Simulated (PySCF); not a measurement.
C2H6AlCl (SMILES [CH3][Al]([CH3])[Cl]), singlet, geometry from GFN2-xTB (such geometries of metal compounds can be far from the true shape). Base run: PySCF with PBE/6-31G, TDA.

The PySCF input:
```python
from pyscf import gto, scf, dft, tdscf

mol = gto.Mole()
mol.atom = '''
    Al    0.194547   -0.223448    0.204521
    C     2.047507   -0.632588   -0.406345
    H     2.560219   -1.364193    0.220964
    H     2.671018    0.267573   -0.425376
    H     2.053420   -1.021674   -1.430175
    C    -0.674599   -0.935925    1.851037
    H    -1.581239   -1.502076    1.611980
    H    -0.994730   -0.126506    2.515820
    H    -0.027820   -1.594739    2.433575
    Cl   -0.908672    1.038678   -0.956101
'''
mol.basis = '6-31g'
mol.charge = 0
mol.spin = 0
mol.verbose = 3
mol.build()

mf = dft.RKS(mol)
mf.xc = 'pbe'
mf.kernel()
td = mf.TDA()
td.nstates = 5
td.kernel()
td.analyze()
```

The base run was repeated with changes; each row names its change, and settings that it needs were set with it.

```
change                           first excitation (eV)  oscillator strength of the first  second (eV)  core-seconds (rough)
-------------------------------  ---------------------  --------------------------------  -----------  --------------------
base                                              5.03                             0.000         6.43                    30
conv_tol = 1e-3                                   5.03                             0.000         6.43                    20
nstates = 10                                      5.03                             0.000         6.43                    40
guess vectors = 13 for 5 states                   5.03                             0.000         6.43                    30
response = full linear response                   5.02                             0.000         6.42                    20
functional = lc_wpbe                              5.98                             0.000         7.65                    60
states = triplets                                 4.79                                 -         5.79                    20
functional = bhandhlyp                            5.90                             0.000         7.51                    40
functional = pbe0                                 5.50                             0.000         7.05                    40
functional = hf                                   6.69                             0.000         8.29                     3
```

An iterative solver can miss low states, so a row lists the states that it found.
